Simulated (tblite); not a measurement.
Compound: C4H11GeNSi.
Numbering: `[SiH3:1][N:2]([GeH3:3])[C@:4]12[CH2:5][C@H:6]1[CH2:7]2` (hydrogens: H8, H9, H10 on Si1; H11, H12, H13 on Ge3; H14, H15 on C5; H16 on C6; H17, H18 on C7)

Computed with GFN2-xTB (tblite), gas phase: L-BFGS steps from a force-field or distance-geometry start until the largest atomic force falls under 0.01 eV/Å.

Geometry at step 12:
```
atom  x, y, z in Å
Si1     1.3035   -1.7897   -0.0445
N2      0.6234   -0.2269   -0.3438
Ge3     1.7609    1.1602   -0.6784
C4     -0.6167    0.0981    0.2161
C5     -1.7089   -0.7491    0.7613
C6     -1.9910    0.2795   -0.2984
C7     -1.2945    1.4151    0.3962
H8      1.8653   -1.8037    1.3114
H9      0.2760   -2.8055   -0.2048
H10     2.2914   -1.9049   -1.1080
H11     1.1021    2.3007   -1.4202
H12     2.8632    0.5679   -1.5026
H13     2.2561    1.6599    0.6621
H14    -2.0466   -0.5872    1.7773
H15    -1.6695   -1.7957    0.4987
H16    -2.5051    0.2211   -1.2303
H17    -0.9042    2.2409   -0.1880
H18    -1.6142    1.7256    1.3843
```

Question: What forces act on the atoms?

Answer: 
```json
{"atom": "Si1", "Fx (eV/Å)": "0.098", "Fy (eV/Å)": "0.040", "Fz (eV/Å)": "0.015"}
{"atom": "N2", "Fx (eV/Å)": "-0.049", "Fy (eV/Å)": "0.074", "Fz (eV/Å)": "-0.130"}
{"atom": "Ge3", "Fx (eV/Å)": "0.237", "Fy (eV/Å)": "0.201", "Fz (eV/Å)": "0.015"}
{"atom": "C4", "Fx (eV/Å)": "0.161", "Fy (eV/Å)": "0.052", "Fz (eV/Å)": "0.059"}
{"atom": "C5", "Fx (eV/Å)": "0.163", "Fy (eV/Å)": "-0.019", "Fz (eV/Å)": "0.159"}
{"atom": "C6", "Fx (eV/Å)": "-0.302", "Fy (eV/Å)": "0.052", "Fz (eV/Å)": "-0.036"}
{"atom": "C7", "Fx (eV/Å)": "0.152", "Fy (eV/Å)": "-0.008", "Fz (eV/Å)": "0.150"}
{"atom": "H8", "Fx (eV/Å)": "0.062", "Fy (eV/Å)": "-0.170", "Fz (eV/Å)": "0.007"}
{"atom": "H9", "Fx (eV/Å)": "-0.082", "Fy (eV/Å)": "-0.105", "Fz (eV/Å)": "-0.005"}
{"atom": "H10", "Fx (eV/Å)": "0.164", "Fy (eV/Å)": "-0.109", "Fz (eV/Å)": "0.005"}
{"atom": "H11", "Fx (eV/Å)": "0.031", "Fy (eV/Å)": "-0.184", "Fz (eV/Å)": "0.041"}
{"atom": "H12", "Fx (eV/Å)": "-0.010", "Fy (eV/Å)": "0.105", "Fz (eV/Å)": "0.071"}
{"atom": "H13", "Fx (eV/Å)": "0.026", "Fy (eV/Å)": "0.061", "Fz (eV/Å)": "-0.190"}
{"atom": "H14", "Fx (eV/Å)": "-0.134", "Fy (eV/Å)": "0.105", "Fz (eV/Å)": "0.106"}
{"atom": "H15", "Fx (eV/Å)": "-0.227", "Fy (eV/Å)": "-0.032", "Fz (eV/Å)": "-0.157"}
{"atom": "H16", "Fx (eV/Å)": "0.002", "Fy (eV/Å)": "-0.009", "Fz (eV/Å)": "-0.075"}
{"atom": "H17", "Fx (eV/Å)": "-0.162", "Fy (eV/Å)": "-0.002", "Fz (eV/Å)": "-0.148"}
{"atom": "H18", "Fx (eV/Å)": "-0.131", "Fy (eV/Å)": "-0.051", "Fz (eV/Å)": "0.113"}
```

The largest, 0.31 eV/Å, acts on Ge3 (C6 within 3 % of it); the rms over all components is 0.117 eV/Å. The forces sum to zero within rounding, as they must for an isolated molecule in no field.

Question: Give the force on Ge3 in Eh/bohr and in nN.

Answer: 0.311 eV/Å ÷ 51.422 = 0.00605 Eh/bohr, and 0.311 eV/Å × 1.602 = 0.50 nN.

Question: How far is this geometry from the end of the optimisation?

Answer: 0.200 eV above it, and 0.572 Å rms away after alignment. The bonds farthest from their final lengths, with half the difference of the two atoms' forces along the bond (positive lengthens):

```json
{"bond": "C4–C6", "now (Å)": "1.479", "final (Å)": "1.497", "force along bond (eV/Å)": "+0.23"}
{"bond": "Si1–H9", "now (Å)": "1.454", "final (Å)": "1.471", "force along bond (eV/Å)": "+0.12"}
{"bond": "Ge3–H13", "now (Å)": "1.514", "final (Å)": "1.499", "force along bond (eV/Å)": "-0.15"}
{"bond": "N2–Ge3", "now (Å)": "1.825", "final (Å)": "1.834", "force along bond (eV/Å)": "+0.12"}
{"bond": "Si1–N2", "now (Å)": "1.730", "final (Å)": "1.738", "force along bond (eV/Å)": "+0.06"}
{"bond": "Ge3–H12", "now (Å)": "1.498", "final (Å)": "1.491", "force along bond (eV/Å)": "-0.09"}
```

The angle farthest from its final value is Si1–N2–Ge3, 118.2° against 123.4°.

Of the 3 listed bonds off by 0.010 Å or more, this force points towards the final length in 3.

What follows is the cost of the whole relaxation. On Arm Neoverse N1, one thread, shared host with 64 logical CPUs at a one-minute load of 62, this took 1.7 s of wall time.
